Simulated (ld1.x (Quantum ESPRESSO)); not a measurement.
u(r) = r·R(r): atom against pseudo-atom (hydrogen)

Columns: radius, all-electron u(r) and pseudo u(r) of the 1s shell (level -6.49 eV) of hydrogen in the configuration 1s1; PBE, scalar-relativistic, PAW scheme, ld1.x (Quantum ESPRESSO) 7.5.

```
r (bohr)  all-electron  pseudo
   0.065        0.1169  0.0830
   0.130        0.2188  0.1645
   0.195        0.3071  0.2431
   0.260        0.3832  0.3176
   0.325        0.4483  0.3867
   0.390        0.5036  0.4495
   0.455        0.5501  0.5055
   0.520        0.5887  0.5541
   0.585        0.6205  0.5952
   0.650        0.6460  0.6289
   0.715        0.6660  0.6555
   0.780        0.6811  0.6755
   0.845        0.6920  0.6896
   0.910        0.6991  0.6985
   0.975        0.7028  0.7031
   1.040        0.7036  0.7041
   1.105        0.7019  0.7022
   1.170        0.6979  0.6980
   1.235        0.6920  0.6920
   1.300        0.6844  0.6844
   1.365        0.6753  0.6753
   1.430        0.6650  0.6650
   1.495        0.6537  0.6537
   1.560        0.6415  0.6415
   1.625        0.6286  0.6286
   1.690        0.6151  0.6151
```

**Question.** How many radial nodes do the two functions have?

**Answer.** The all-electron 1s function has n − l − 1 = 0; the pseudo-wave has 0.

**Question.** Where does each function peak?

**Answer.** Outermost all-electron maximum near 1.04 bohr, pseudo maximum near 1.04 bohr (to the table’s step).

**Question.** Is the pseudo-wave norm-conserving?

**Answer.** No, it belongs to a PAW set: the norm inside the radius is not constrained, and the difference is carried by the augmentation charge.
